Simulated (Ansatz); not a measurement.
Job for Ansatz (a first-principles code): R-B3LYP/def2-TZVPP on CH5FInN (SMILES [CH3][In]([NH2])[F]), a point of a torsion scan. Elements past Kr take the def2 small-core potentials; no spin–orbit coupling.

Ansatz 0.2 input:
```yaml
crystal:
  periodic: [false, false, false]
  atoms:
    - {symbol: C, position_ang: [-1.75362781, -0.45000118, -0.20518815]}
    - {symbol: In, position_ang: [-0.04288812, 0.85536726, 0.36279253]}
    - {symbol: N, position_ang: [1.22796986, 1.27034890, 1.94189594]}
    - {symbol: F, position_ang: [0.71192410, 1.79595269, -1.21035368]}
    - {symbol: H, position_ang: [-1.87337312, -0.33516639, -1.27730522]}
    - {symbol: H, position_ang: [-1.50072700, -1.47261778, 0.05565511]}
    - {symbol: H, position_ang: [-2.64364103, -0.12701384, 0.32512998]}
    - {symbol: H, position_ang: [1.82478296, 2.03902680, 1.64340684]}
    - {symbol: H, position_ang: [0.73394879, 1.58781072, 2.77093013]}
basis:
  gaussian:
    orbitals: def2-TZVPP
hamiltonian:
  xc: {name: B3LYP}
scf: {lower_state_search: off}
```

Q: Give the final energy of this run.

A: -386.0450 hartree.
